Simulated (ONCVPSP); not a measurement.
# Reading a pseudo-wave (Sn (Z = 50))

Columns: radius, all-electron u(r) and pseudo u(r) of the 4d shell (level -25.79 eV) of tin in the configuration [Ar] 3d10 4s2 4p6 4d10 5s2 5p2; PBEsol, scalar-relativistic, ONCV scheme, ONCVPSP 4.0.1.

| r (bohr) | all-electron | pseudo |
| --- | --- | --- |
| 0.088 | -0.2432 | 0.0054 |
| 0.175 | -0.5280 | 0.0399 |
| 0.262 | -0.4609 | 0.1231 |
| 0.350 | -0.1581 | 0.2604 |
| 0.438 | 0.2054 | 0.4373 |
| 0.525 | 0.5237 | 0.6259 |
| 0.612 | 0.7636 | 0.7997 |
| 0.700 | 0.9213 | 0.9365 |
| 0.788 | 1.0055 | 1.0210 |
| 0.875 | 1.0331 | 1.0519 |
| 0.962 | 1.0212 | 1.0385 |
| 1.050 | 0.9823 | 0.9937 |
| 1.138 | 0.9270 | 0.9320 |
| 1.225 | 0.8635 | 0.8646 |
| 1.312 | 0.7961 | 0.7961 |
| 1.400 | 0.7276 | 0.7275 |
| 1.487 | 0.6618 | 0.6617 |
| 1.575 | 0.5984 | 0.5983 |
| 1.662 | 0.5398 | 0.5398 |
| 1.750 | 0.4850 | 0.4849 |
| 1.838 | 0.4348 | 0.4347 |
| 1.925 | 0.3895 | 0.3895 |
| 2.012 | 0.3485 | 0.3485 |
| 2.100 | 0.3110 | 0.3110 |
| 2.188 | 0.2773 | 0.2773 |
| 2.275 | 0.2473 | 0.2473 |

(1) How many radial nodes do the two functions have?

(2) At about which radius was the pseudo-wave matched?

(3) Is the pseudo-wave norm-conserving?

## Answers

(1) The all-electron 4d function has n − l − 1 = 1; the pseudo-wave has 0, since the states of the same l below it are removed with the core.

(2) 1.40 bohr. The columns agree to 0.0005 from 1.31 bohr on; several derivatives are matched, so the curves merge somewhat inside the radius.

(3) Yes: the ONCV scheme keeps the norm inside the radius equal to the all-electron one, which fixes the energy derivative of the logarithmic derivative at the level.
